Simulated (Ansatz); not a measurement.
Input file for Ansatz (a first-principles code): R-wB97X-V/def2-TZVPPD on H2O (SMILES O). The basis file is the Basis Set Exchange's JSON of that set.

Ansatz 0.2 input:
```yaml
crystal:
  periodic: [false, false, false]
  atoms:
    - {symbol: O, position_ang: [-0.00000000, 0.00000000, 0.38961139]}
    - {symbol: H, position_ang: [0.00000000, 0.76498632, -0.19485569]}
    - {symbol: H, position_ang: [0.00000000, -0.76498632, -0.19485569]}
basis:
  gaussian:
    orbitals: def2-TZVPPD.json
hamiltonian:
  xc: {name: wB97X-V}
scf: {lower_state_search: off}
```

Q: What total energy does the run end on?

A: -76.4371 hartree.
